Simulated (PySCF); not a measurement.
CeO(OH) at several levels of theory

Computed with PySCF 2.14.0 (density fitting, no spin-orbit coupling) at the geometry relaxed with PBE0:

```xyz
4
CeO(OH) (singlet in the valence; each metal's 4f electrons, 1 of them, lie in its core potential, out of spins and levels)
Ce    0.0051   -0.0416   -0.4768
O     1.2741    0.0307    0.9375
O    -1.9921    0.0225    0.3494
H    -2.4279    0.0769    1.2041
```

```tsv
level	basis	state	HOMO (eV)	gap (eV)	charge on Ce1 (e)	population of f-type functions on Ce1 (polarisation alone where 4f lies in the core)	dipole about the centre of mass (D)	largest force component (eV/Å)
PBE0	Ce lcecp-1-SVP with ECP47, O def2-SVP, H def2-SVP	singlet	-6.22	4.53	0.86	0.11	6.02	0.01
PBE0	Ce lcecp-1-TZVP with ECP47, O def2-TZVP, H def2-TZVP	singlet	-6.22	4.53	1.25	0.12	6.30	0.24
```

In the lcecp rows the 4f levels are missing from HOMO and gap, and the state counts the valence alone.

Charges are Mulliken's, which hang on the basis. The relaxation used the grid (50, 194), these runs (75, 302) or, all-electron (x2c bases, spin-free X2C Hamiltonian), (99, 590).

Q: A further run in the first row's basis gives HOMO (eV) -5.98, gap (eV) 4.00, charge on Ce1 (e) 0.82, population of f-type functions on Ce1 (polarisation alone where 4f lies in the core) 0.11, dipole about the centre of mass (D) 5.95, largest force component (eV/Å) 0.55. Which level was it?
A. TPSS
B. B3LYP

A: B. The others give HOMO -4.84 eV (TPSS).

In the first row's basis the gap widens with exact exchange: 2.8 eV for TPSS (none); 4.0 to 4.5 eV for B3LYP, PBE0 (a fixed share).

An lcecp potential fixes the number of 4f electrons, so in runs with it no electron can move into or out of that shell.
